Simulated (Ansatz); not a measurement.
`C[Si](C)(C)[Sn]([Cl])([Cl])[Cl]` + `C=C[N]([GeH3])C(C)(C)C` → `C=C[N]([GeH3])[Si](C)(C)C` + `C[C](C)(C)[Sn]([Cl])([Cl])[Cl]`  (redistribution)

Isolated molecules relaxed with PBE0-D4/def2-TZVP in Ansatz; ΔE leaves out vibrations. CCSD(T)/CBS is the MP2 limit (def2-TZVPP, def2-QZVPP) plus CCSD(T) − MP2 in def2-TZVPP, frozen cores. Functionals use def2-TZVPP. def2 core potentials past Kr. For Ge, Sn outer-core shells are correlated without core-valence functions, which leaves a few kJ/mol of doubt a bond. Scalar relativity is left out up to krypton. One conformer a species, not always the lowest.

Problem. Is it downhill or uphill in electronic energy at CCSD(T)/CBS, and by how much? (Best estimate.)

Solution. Computed: Downhill: ΔE = -77.3 kJ/mol.

Problem. What do these levels give: LDA (SPW92), PBE-D4, ωB97X-V, B2PLYP, PBE, revPBE, PBE0, LC-ωPBE, MP2/def2-TZVPP, CCSD/def2-TZVPP, MP2/def2-QZVPP, SCS-MP2/def2-QZVPP? (Estimate.)

Solution. Computed: LDA (SPW92) -52.2, PBE-D4 -57.4, ωB97X-V -66.8, B2PLYP -71.9, PBE -55.7, revPBE -56.2, PBE0 -59.1, LC-ωPBE -63.7, MP2/def2-TZVPP -82.9, CCSD/def2-TZVPP -76.9, MP2/def2-QZVPP -83.0, SCS-MP2/def2-QZVPP -81.0 kJ/mol.

Largest T1 diagnostic among the species: 0.011.

From BLYP to BHLYP (50 % exact exchange), in def2-TZVPP and without D4, ΔE moves by −7.1 kJ/mol. In def2-TZVPP, CCSD(T) changes the Hartree–Fock value by −4.4 kJ/mol (the triples alone add −0.7 kJ/mol) and MP2 by −9.7 kJ/mol. At CCSD(T), def2-SVP lies +15.4 kJ/mol from the extrapolated value and def2-TZVPP −0.2 kJ/mol.
